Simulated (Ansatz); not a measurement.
Results of the Gaussian-basis code of Ansatz.

A structure relaxed at PBE0-D4/def2-TZVP, charge 0, multiplicity 1:

```json
{"atom": "C1", "x (Å)": "1.5170", "y (Å)": "0.6790", "z (Å)": "-0.6831"}
{"atom": "Se2", "x (Å)": "1.0951", "y (Å)": "0.1226", "z (Å)": "1.1467"}
{"atom": "Ge3", "x (Å)": "-1.2051", "y (Å)": "-0.1304", "z (Å)": "0.8085"}
{"atom": "O4", "x (Å)": "-1.5128", "y (Å)": "-1.3943", "z (Å)": "-0.4107"}
{"atom": "H5", "x (Å)": "1.0811", "y (Å)": "1.6544", "z (Å)": "-0.8891"}
{"atom": "H6", "x (Å)": "1.1527", "y (Å)": "-0.0613", "z (Å)": "-1.3917"}
{"atom": "H7", "x (Å)": "2.6020", "y (Å)": "0.7424", "z (Å)": "-0.7434"}
{"atom": "H8", "x (Å)": "-1.8157", "y (Å)": "-0.5088", "z (Å)": "2.1695"}
{"atom": "H9", "x (Å)": "-1.8363", "y (Å)": "1.1168", "z (Å)": "0.1777"}
{"atom": "H10", "x (Å)": "-1.0780", "y (Å)": "-2.2204", "z (Å)": "-0.1845"}
```

Problem. Give its formula and SMILES.

Solution. CH6GeOSe, `C[Se][GeH2][OH]`.

Problem. Summarise the bond lengths by kind.

Solution. 1 × C–Se 1.959 Å; 3 × C–H 1.088 to 1.089 Å; 1 × Ge–Se 2.339 Å; 1 × Ge–O 1.783 Å; 2 × Ge–H 1.534 to 1.539 Å; 1 × H–O 0.961 Å.
